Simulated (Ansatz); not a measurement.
Reaction (formal exchange of groups at the Si–O bond): `O=C[SiH](Cl)O[SiH3]` + `C[SiH2]Cl` → `[SiH3]C[SiH2]Cl` + `O=C[SiH](O)Cl`

Isolated molecules relaxed with PBE0-D4/def2-TZVP in Ansatz; ΔE leaves out vibrations. CCSD(T)/CBS is the MP2 limit (def2-TZVPP, def2-QZVPP) plus CCSD(T) − MP2 in def2-TZVPP, frozen cores. DFT in def2-TZVPP. HSE06 is defined as in plane-wave codes. Each species was taken in one conformer, which may not be the lowest.

`O=C[SiH](Cl)O[SiH3]`:

```xyz
11

O    -1.790    0.480    0.782
C    -1.726    0.649   -0.411
Si   -0.148    0.079   -1.343
Cl    0.682    1.783   -2.121
O     0.815   -0.625   -0.264
Si    1.191   -0.654    1.346
H    -2.565    1.152   -0.944
H    -0.431   -0.840   -2.464
H     2.585   -1.151    1.443
H     1.107    0.709    1.921
H     0.280   -1.582    2.054
```

`C[SiH2]Cl`:

Cartesian coordinates in Å:
```
C 0.264 -0.858 0.464
Si -0.113 0.780 -0.324
Cl -1.772 0.600 -1.537
H 1.144 -0.770 1.107
H 0.468 -1.616 -0.296
H -0.575 -1.197 1.074
H 1.007 1.245 -1.178
H -0.423 1.815 0.692
```

`[SiH3]C[SiH2]Cl`:

Cartesian coordinates in Å:
```
Si 0.790 -0.203 1.426
C 0.511 0.423 -0.320
Si -1.093 -0.116 -1.080
Cl -1.266 0.634 -2.993
H 2.095 0.279 1.949
H -0.292 0.281 2.324
H 0.789 -1.690 1.444
H 0.546 1.518 -0.313
H 1.334 0.076 -0.955
H -1.166 -1.594 -1.179
H -2.248 0.393 -0.302
```

`O=C[SiH](O)Cl`:

Z-matrix (Å, degrees):
```
Si
C 1 1.921
Cl 1 2.050 2 105.5
O 1 1.624 2 105.0 3 120.1
H 1 1.476 2 115.4 3 -118.3
O 2 1.208 1 117.3 3 -113.9
H 2 1.112 1 122.9 3 63.8
H 4 0.964 1 113.7 2 -15.4
```

(1) Is it downhill or uphill in electronic energy at CCSD(T)/CBS, and by how much? (An estimate is asked.)

(2) What do these levels give: LDA (SPW92), PBE0-D4, BHLYP-D4, ωB97M-V, PBE, BLYP, HSE06, CAM-B3LYP, CCSD/def2-SVP, HF/def2-TZVPP, SCS-MP2/def2-QZVPP, MP2/CBS(def2)? (Best estimate.)

Largest T1 diagnostic among the species: 0.014.

Results:

(1) Ansatz gave: Uphill: ΔE = +1.04 eV.

(2) Computed: LDA (SPW92) 0.85, PBE0-D4 0.94, BHLYP-D4 1.17, ωB97M-V 1.03, PBE 0.88, BLYP 1.04, HSE06 0.93, CAM-B3LYP 1.11, CCSD/def2-SVP 1.06, HF/def2-TZVPP 1.27, SCS-MP2/def2-QZVPP 1.11, MP2/CBS(def2) 1.05 eV.

Leaving LDA and LC-ωPBE aside and taking each functional with its dispersion term where it has one, the values, not all of them listed here, spread over 0.28 eV, from PBE-D4 to BHLYP-D4. From BLYP to BHLYP (50 % exact exchange), in def2-TZVPP and without D4, ΔE moves by +0.12 eV. In def2-TZVPP, CCSD(T) changes the Hartree–Fock value by −0.23 eV (the triples alone add −0.03 eV) and MP2 by −0.22 eV.
